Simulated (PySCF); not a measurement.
C2H2O, SMILES C1=CO1. Coordinates come from a PBE0-D3(BJ)/def2-TZVP optimisation.

TDDFT-PBE/def2-SVPD in PySCF puts the lowest singlet excitations at 3.44, 4.82, 5.12, 5.13, 6.09, 6.61 eV.

Q: What are the lowest excitation roots from ADC(2)/aug-cc-pVDZ (PySCF 2.14.0)? (The exact figures need the calculation; the answer reports its results.)

A: 3.55, 4.50, 4.68, 4.94, 5.89, 6.27 eV. S1 differs by 0.11 eV (second minus first; roots are paired by order, and the bases may differ).
